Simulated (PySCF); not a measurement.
## Ionisation energy of Mn by level of theory

Mn [Ar] 3d5 4s2 (6S) → Mn+ [Ar] 3d5 4s1 (7S), as a difference of total energies. Calculation: PySCF 2.14, in pcseg-2 (6s4p3d2f1g, 56 functions); no relativity, point nucleus. Correlated levels: valence: [Ar] frozen. The calculations carry no spin-orbit coupling.

```json
{"method": "UHF", "ionisation energy (eV)": "5.973", "difference from reference (eV)": "-1.461"}
{"method": "LDA", "ionisation energy (eV)": "7.488", "difference from reference (eV)": "+0.054"}
{"method": "M06-2X", "ionisation energy (eV)": "8.025", "difference from reference (eV)": "+0.591"}
{"method": "MP2 (valence)", "ionisation energy (eV)": "6.873", "difference from reference (eV)": "-0.561"}
{"method": "SCS-MP2 (valence)", "ionisation energy (eV)": "7.072", "difference from reference (eV)": "-0.362"}
```

Reference: 7.434 eV (measured; NIST Atomic Spectra Database, ionization energies).

These non-relativistic numbers lack the scalar-relativistic shift.

Errors of the correlated levels include the incompleteness of this basis and the frozen core.

MP2 underrates the near-degeneracy of ns² with np² in the lower species.
